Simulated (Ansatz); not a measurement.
Species: [Hf(F)2(H)2] (charge 0, multiplicity 1).

**Question.** Give a relaxed geometry from PBE-D3(BJ)/def2-SVP in Ansatz (a program for electronic structure).

**Answer.** the end point of this relaxation.
Cartesian coordinates (Å) in one orientation:
```xyz
5

Hf     0.044     0.034    -0.038
F      1.827    -0.563    -0.340
F     -0.420     1.672    -0.894
H     -1.118    -1.282    -0.635
H     -0.197     0.245     1.788
```
